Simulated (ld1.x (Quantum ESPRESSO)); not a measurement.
## Varying the PAW potential for hydrogen

Base potential:

```json
{"Element": "H (Z = 1)", "Generator": "ld1.x (Quantum ESPRESSO) 7.5", "Type": "PAW", "Functional": "PBE", "Relativity": "scalar-relativistic", "Frozen core": "none", "Valence charge": "1", "Reference configuration": "1s1", "Partial waves": "1s (bound): rcut 1.20, rcutus 1.35 bohr; 1s channel at 2.9 Ry: rcut 1.20, rcutus 1.35 bohr; 2p channel at 0.5 Ry: rcut 1.05, rcutus 1.25 bohr; 2p channel at 1.65 Ry: rcut 1.05, rcutus 1.25 bohr", "Local potential": "all-electron potential smoothed inside 1.10 bohr (lloc = -1)", "Core correction": "none", "Augmentation charge": "BG, radius 0.85 bohr"}
```

All-electron outer shells of the reference configuration (PBE, scalar-relativistic, ld1.x):

```json
{"shell": "1s", "level (eV)": "-6.49", "outermost node (bohr)": "–", "outermost maximum (bohr)": "1.03"}
```

Cutoffs, loose and tight: the cutoffs (Ry, on a coarse ladder) from which the occupation-weighted sum of valence levels, in a spherical-Bessel basis at the reference potential, stays within 10 and 1 mRy of its value at 400 Ry. They do not see the model core or the augmentation charge, which bear on the density cutoff. Test errors are all-electron minus pseudo excitation energies from the reference, over the configurations 1s0.5. A dash means not determined; rows that change the core or the reference have their own tests.

| change | outcome | cutoff, loose | cutoff, tight | bound ghosts |
| --- | --- | --- | --- | --- |
| base | generated | 12 Ry | 21 Ry | none |
| all radii scaled by about 0.78 (s 1.06, p 0.98 bohr, rcut 0.94/0.82); local potential all-electron potential smoothed inside 0.86 bohr (lloc = -1); augmentation BG, radius 0.66 bohr | generated | 18 Ry | 35 Ry | none |
| all radii scaled by about 0.87 (s 1.18, p 1.08 bohr, rcut 1.04/0.92); local potential all-electron potential smoothed inside 0.96 bohr (lloc = -1); augmentation BG, radius 0.74 bohr | generated | 15 Ry | 30 Ry | none |
| all radii scaled by about 0.92 (s 1.24, p 1.16 bohr, rcut 1.10/0.96); local potential all-electron potential smoothed inside 1.02 bohr (lloc = -1); augmentation BG, radius 0.78 bohr | generated | 15 Ry | 25 Ry | none |
| all radii scaled by about 1.13 (s 1.52, p 1.42 bohr, rcut 1.36/1.18); local potential all-electron potential smoothed inside 1.24 bohr (lloc = -1); augmentation BG, radius 0.96 bohr | generated | 10 Ry | 18 Ry | none |
| all radii scaled by about 1.18 (s 1.58, p 1.48 bohr, rcut 1.42/1.24); local potential all-electron potential smoothed inside 1.30 bohr (lloc = -1); augmentation BG, radius 1.00 bohr | generated | 10 Ry | 15 Ry | none |
| all radii scaled by about 1.28 (s 1.72, p 1.60 bohr, rcut 1.52/1.34); local potential all-electron potential smoothed inside 1.40 bohr (lloc = -1); augmentation BG, radius 1.08 bohr | generated | 8 Ry | 12 Ry | none |
| all radii scaled by about 1.36 (s 1.84, p 1.70 bohr, rcut 1.64/1.44); local potential all-electron potential smoothed inside 1.50 bohr (lloc = -1); augmentation BG, radius 1.16 bohr | generated | 8 Ry | 12 Ry | none |

Reading the sweep of the scale of all radii (base = 1) (base included, trends over the rows without a ghost): The loose cutoff falls from 18 Ry at 0.78 to 8 Ry at 1.36. A larger radius leaves more room for a smooth pseudo-wave, so fewer plane waves are needed; a smaller one forces it to follow the all-electron wave where it bends sharply.
